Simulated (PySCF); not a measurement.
**Excited states of Fe¹⁶⁺ (iron, charge +16)**

Ground state [Ne], ¹S. Calculation: PySCF 2.14, in an even-tempered Gaussian basis (19 s from 0.496 bohr⁻², ratio 2.5; 12 p from 0.64 bohr⁻², ratio 2.5; 7 d from 0.395 bohr⁻², ratio 2.7; 3 f from 32 bohr⁻², ratio 2.7); the spin-free X2C one-electron Hamiltonian (Gaussian nucleus). Vertical excitation energies in eV without spin-orbit coupling; excited terms of each kind are numbered among those the solver found. Frozen: 1s2.

```tsv
term	leading excitation	EOM-EE-CCSD
1 3P°	2p → s	729.57
1 1P°	2p → s	732.72
1 3S	2p → p	758.57
1 3D	2p → p	764.16
1 1D	2p → p	766.69
1 1P	2p → p	767.14
1 3P	2p → p	767.24
1 1S	2p → p	786.72
2 3P°	2p → d	806.46
1 3F°	2p → d	809.08
1 1F°	2p → d	811.80
1 1D°	2p → d	812.81
2 3S	2s → s	859.72
2 1S	2s → s	865.71
```

The solver can miss terms. The 22 highest virtual orbitals were dropped.
